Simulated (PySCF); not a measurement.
Two species compared at the same levels of theory.

First species: C6H9NS.
SMILES: `C1[C@H]([C@@H]1[C@H](S)C)C#N`

Second species: C6H10FN3.
InChI=1S/C6H10FN3/c1-4(2)10-5(3)6(7)8-9-10/h4H,1-3H3

Levels: wB97X-D/def2-SVPD for dipole moment, HOMO energy, LUMO energy, HOMO–LUMO gap, static isotropic polarisability and electronic spatial extent ⟨r²⟩ about the centre of nuclear charge; TDDFT wB97X-D/def2-SVPD for lowest singlet excitation; PBE0-D3(BJ)/def2-SVP for rotational constant A and rotational constant C. Geometries: PBE0-D3(BJ)/def2-SVP. Each structure is a single optimised conformer of the isolated species, non-relativistic unless stated. Electronic properties by PySCF.

Dipoles, sizes and rotational constants follow the conformer. The torsions of the flexible species, by atom-mapped SMILES:
- `[CH3:1][C@@H:2]([SH:3])[C@@H:4]1[CH2:5][C@H:6]1[C:7]#[N:8]`: C1–C2–C4–C5 154°, H–S3–C2–C1 61°
- `[CH3:1][c:2]1[c:3]([F:4])[n:5][n:6][n:7]1[CH:8]([CH3:9])[CH3:10]`: N6–N7–C8–C9 65°

```json
{"property": "dipole moment", "column X": "5.71 D", "column Y": "3.08 D"}
{"property": "HOMO energy", "column X": "-8.97 eV", "column Y": "-9.08 eV"}
{"property": "LUMO energy", "column X": "1.56 eV", "column Y": "1.69 eV"}
{"property": "HOMO–LUMO gap", "column X": "10.53 eV", "column Y": "10.77 eV"}
{"property": "lowest singlet excitation", "column X": "5.89 eV", "column Y": "5.63 eV"}
{"property": "static isotropic polarisability", "column X": "90.8 au", "column Y": "94.8 au"}
{"property": "electronic spatial extent ⟨r²⟩ about the centre of nuclear charge", "column X": "1513 bohr²", "column Y": "1484 bohr²"}
{"property": "rotational constant A", "column X": "2.468 GHz", "column Y": "3.815 GHz"}
{"property": "rotational constant C", "column X": "0.801 GHz", "column Y": "0.750 GHz"}
```

**Question.** Which column belongs to which species?

**Answer.** Column X is the second species and column Y the first. The first has 17 atoms and 68 electrons, the second 20 and 76.

**Question.** How does each property change from the first species to the second?

**Answer.** dipole moment +2.63 D; HOMO energy +0.11 eV; LUMO energy -0.13 eV; HOMO–LUMO gap -0.24 eV; lowest singlet excitation +0.26 eV; static isotropic polarisability -4.0 au; electronic spatial extent ⟨r²⟩ about the centre of nuclear charge +29 bohr²; rotational constant A -1.347 GHz; rotational constant C +0.051 GHz.

On the first: The 6 singlets span 5.63 to 7.78 eV, and their oscillator strengths add up to 0.18. The principal polarisabilities are 78.2, 86.7 and 119.6 au; their mean is the isotropic value.

On the second: The polarisability is 13.45 Å³ as a volume (1 au = 0.148185 Å³), or 1.19 au for each of the 76 electrons. No computed singlet falls in the visible range (750 to 380 nm, 1.65 to 3.26 eV); S1 lies 2.63 eV above its blue end.
